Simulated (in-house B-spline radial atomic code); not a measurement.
**Ir³⁺: [Ar] 3d10 4s2 (4p1/2)1 (4p3/2)4 4d10 (4f5/2)5 (4f7/2)8 5s2 5p6 5d7 6s1 (with a hole in an inner shell)**

Computed with a radial B-spline atomic code at the basis-set limit: Dirac-Kohn-Sham PBE, spherical fractional occupations, Fermi nucleus of rms radius 5.4032 fm.

Effective charges: Z_r = [3n² - l(l+1)]/(2<r>) from the radius, Z_e = n√(-2ε) from the energy, and Slater's rules. Values are occupation-weighted means over j. An effective charge above Z reflects the relativistic contraction of the inner shells.

```csv
shell,electrons,ε (eV),<r> (bohr),Z_r,Z_e,Slater
1s,2,-76061,0.01744,86.00,74.77,76.70
2s,2,-13356,0.07296,82.23,62.66,72.85
2p,6,-11715,0.0657,76.10,58.69,72.85
3s,2,-3177,0.1899,71.09,45.84,65.75
3p,6,-2689.8,0.1902,65.71,42.18,65.75
3d,10,-2106.8,0.1732,60.62,37.33,55.85
4s,2,-726.98,0.4211,56.99,29.24,49.60
4p,5,-552.79,0.4502,51.09,25.50,49.60
4d,10,-352.28,0.4724,44.46,20.35,38.85
5s,2,-142.67,0.9482,39.55,16.19,21.05
4f,13,-122.16,0.511,35.23,11.99,27.80
5p,6,-97.735,1.078,33.87,13.40,21.05
5d,7,-43.448,1.425,24.21,8.94,8.90
6s,1,-33.996,2.287,23.61,9.48,6.25
```

The least bound orbital is 6s1/2 at -34 eV, and it is also the most diffuse (<r> = 2.287 bohr). The part-filled 4p shell lies below the filled 5p shell in orbital energy.

For the 1s electron the small component carries 8.5 % of the norm, the zero-frequency Breit interaction raises the level by 277.3 eV, self-energy by 176.2 eV, and vacuum polarisation lowers it by 34.86 eV.

The density falls to 0.001 bohr⁻³ at 3.566 bohr; Σ<r²> = 41.047 bohr² gives, by the non-relativistic formula and without the paramagnetism of open shells, a Langevin diamagnetic susceptibility of -32.51×10⁻⁶ cm³/mol.
